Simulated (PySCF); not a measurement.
PySCF 2.14 output of an unrestricted M06 calculation on a single atom or ion in dyall-av2z (11s7p2d, 42 functions), with the non-relativistic Hamiltonian (point nucleus):

```
SCF conv_tol = 1e-09
number electrons alpha = 3  beta = 1
    Y. Zhao and D. G. Truhlar.,  Theor. Chem. Acc. 120, 215 (2008)
    Y. Zhao and D. G. Truhlar.,  Theor. Chem. Acc. 120, 215 (2008)
cycle= 1 E= -36.2951226880552  delta_E= -0.00236  |g|= 0.161  |ddm|= 0.0303
cycle= 2 E= -36.2951414287278  delta_E= -1.87e-05  |g|= 0.015  |ddm|= 0.00257
cycle= 3 E= -36.2951416230611  delta_E= -1.94e-07  |g|= 0.000581  |ddm|= 0.000161
cycle= 4 E= -36.2951416236544  delta_E= -5.93e-10  |g|= 6.59e-05  |ddm|= 1.37e-05
cycle= 5 E= -36.2951416236605  delta_E= -6.08e-12  |g|= 3.88e-06  |ddm|= 1.44e-06
converged SCF energy = -36.2951416236605  <S^2> = 2.0000108  2S+1 = 3.0000072
```

The run itself started from symmetry-adapted Hartree-Fock orbitals and held the occupation by maximum overlap, on a logarithmic radial grid, so the iterations belong to that start.

Task: Which element, charge and spin multiplicity is this?

Result: C²⁺ (carbon, charge +2), multiplicity 3; the state was [He] 2s1 2p1, high-spin 3P determinant (an excited configuration).
